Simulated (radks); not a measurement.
All-electron atom: La+ in [Xe] 6d2 (not the ground configuration). Calculated with a radial shooting solver on a logarithmic mesh with Libxc functionals: Dirac Kohn-Sham, PBE, spin-unpolarised, spherical densities, finite nucleus; open shells fill j = l - 1/2 first; Fermi nuclear charge, rms radius 4.855 fm.

X-ray form factor f0, the Fourier transform of the density (f0(0) = 56):

sin(theta)/lambda (1/angstrom),f0 (electrons)
0.05,54.079
0.1,51.240
0.15,48.558
0.2,45.426
0.25,42.213
0.3,39.265
0.4,34.381
0.5,30.507
0.6,27.231
0.8,22.043
1,18.564
1.25,15.727
1.5,13.477
2,9.550
